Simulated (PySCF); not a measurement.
Isomers of C6H15NOSi.

All values: PBE0/pcSseg-1 (PySCF) at GFN2-xTB geometries, gas phase, one conformer each.

Question: Rank by dipole moment, lowest first.
A. `[CH3:1][CH2:2][NH:3][SiH2:4][C@H:5]([CH3:6])[C:7]([CH3:8])=[O:9]` with C1–C2–N3–Si4 -81°, C2–N3–Si4–C5 -172°, N3–Si4–C5–C6 100°, Si4–C5–C7–C8 100°
B. `[CH3:1][CH2:2][CH2:3]/[C:4](=[N:5]/[SiH3:6])[C@H:7]([CH3:8])[OH:9]` with C1–C2–C3–C4 -69°, C2–C3–C4–N5 93°, C3–C4–C7–C8 -91°, C4–C7–O9–H -56°
C. `[CH3:1][Si:2]1([CH3:3])[CH2:4][C@@H:5]([CH2:6][NH2:7])[CH2:8][O:9]1` with C4–C5–C6–N7 -66°, C5–C6–N7–H 59° and -59°, C1–Si2–C4–C5 133°, Si2–C4–C5–C6 -156°, C4–C5–C8–O9 39°, C5–C8–O9–Si2 -26°
D. `[CH3:1]/[CH:2]=[CH:3]/[Si@H:4]([CH2:5][O:6][CH3:7])[NH:8][CH3:9]` with C2–C3–Si4–C5 -104°, C3–Si4–C5–O6 -174°, Si4–C5–O6–C7 -178°, C3–Si4–N8–C9 -60°
E. `[CH2:1]=[CH:2][Si@@H:3]([OH:4])[N:5]([CH3:6])[CH2:7][CH2:8][CH3:9]` with C1–C2–Si3–O4 -58°, C2–Si3–O4–H 57°, C2–Si3–N5–C6 -165°, Si3–N5–C7–C8 79°, N5–C7–C8–C9 -178°

Answer: D (0.92 D), C (1.43 D), E (1.88 D), A (2.44 D), B (2.66 D).

Question: Rank by the highest Hirshfeld charge on any atom, lowest value first.
A. `[CH2:1]=[CH:2][Si@@H:3]([OH:4])[N:5]([CH3:6])[CH2:7][CH2:8][CH3:9]` with C1–C2–Si3–O4 -58°, C2–Si3–O4–H 57°, C2–Si3–N5–C6 -165°, Si3–N5–C7–C8 79°, N5–C7–C8–C9 -178°
B. `[CH3:1][CH2:2][CH2:3]/[C:4](=[N:5]/[SiH3:6])[C@H:7]([CH3:8])[OH:9]` with C1–C2–C3–C4 -69°, C2–C3–C4–N5 93°, C3–C4–C7–C8 -91°, C4–C7–O9–H -56°
C. `[CH3:1]/[CH:2]=[CH:3]/[Si@H:4]([CH2:5][O:6][CH3:7])[NH:8][CH3:9]` with C2–C3–Si4–C5 -104°, C3–Si4–C5–O6 -174°, Si4–C5–O6–C7 -178°, C3–Si4–N8–C9 -60°
D. `[CH3:1][Si:2]1([CH3:3])[CH2:4][C@@H:5]([CH2:6][NH2:7])[CH2:8][O:9]1` with C4–C5–C6–N7 -66°, C5–C6–N7–H 59° and -59°, C1–Si2–C4–C5 133°, Si2–C4–C5–C6 -156°, C4–C5–C8–O9 39°, C5–C8–O9–Si2 -26°

Answer: B (+0.316 e), C (+0.378 e), A (+0.427 e), D (+0.458 e).

All values together:

```
                   SMILES  μ (D)  HOMO (eV)  LUMO (eV)  lowest IAO charge (e)  highest IAO charge (e)  lowest Hirshfeld charge (e)  highest Hirshfeld charge (e)
CCC/C(=N/[SiH3])[C@H](C)O   2.66      -6.59      -0.59             -0.558 (N)             +0.722 (Si)                   -0.238 (N)                   +0.316 (Si)
      C/C=C/[Si@H](COC)NC   0.92      -6.42      -0.05             -0.679 (N)             +1.043 (Si)                   -0.247 (N)                   +0.378 (Si)
  CCN[SiH2][C@H](C)C(C)=O   2.44      -6.90      -0.37             -0.677 (N)             +0.899 (Si)                   -0.255 (O)                   +0.373 (Si)
     C=C[Si@@H](O)N(C)CCC   1.88      -6.27      -0.49             -0.787 (O)             +1.211 (Si)                   -0.306 (O)                   +0.427 (Si)
  C[Si]1(C)C[C@@H](CN)CO1   1.43      -6.69       1.13             -0.740 (C)             +1.263 (Si)                 -0.244 (N/O)                   +0.458 (Si)
```

Conformers: `[CH3:1][CH2:2][CH2:3]/[C:4](=[N:5]/[SiH3:6])[C@H:7]([CH3:8])[OH:9]` with C1–C2–C3–C4 -69°, C2–C3–C4–N5 93°, C3–C4–C7–C8 -91°, C4–C7–O9–H -56°; `[CH3:1]/[CH:2]=[CH:3]/[Si@H:4]([CH2:5][O:6][CH3:7])[NH:8][CH3:9]` with C2–C3–Si4–C5 -104°, C3–Si4–C5–O6 -174°, Si4–C5–O6–C7 -178°, C3–Si4–N8–C9 -60°; `[CH3:1][CH2:2][NH:3][SiH2:4][C@H:5]([CH3:6])[C:7]([CH3:8])=[O:9]` with C1–C2–N3–Si4 -81°, C2–N3–Si4–C5 -172°, N3–Si4–C5–C6 100°, Si4–C5–C7–C8 100°; `[CH2:1]=[CH:2][Si@@H:3]([OH:4])[N:5]([CH3:6])[CH2:7][CH2:8][CH3:9]` with C1–C2–Si3–O4 -58°, C2–Si3–O4–H 57°, C2–Si3–N5–C6 -165°, Si3–N5–C7–C8 79°, N5–C7–C8–C9 -178°; `[CH3:1][Si:2]1([CH3:3])[CH2:4][C@@H:5]([CH2:6][NH2:7])[CH2:8][O:9]1` with C4–C5–C6–N7 -66°, C5–C6–N7–H 59° and -59°, C1–Si2–C4–C5 133°, Si2–C4–C5–C6 -156°, C4–C5–C8–O9 39°, C5–C8–O9–Si2 -26°.
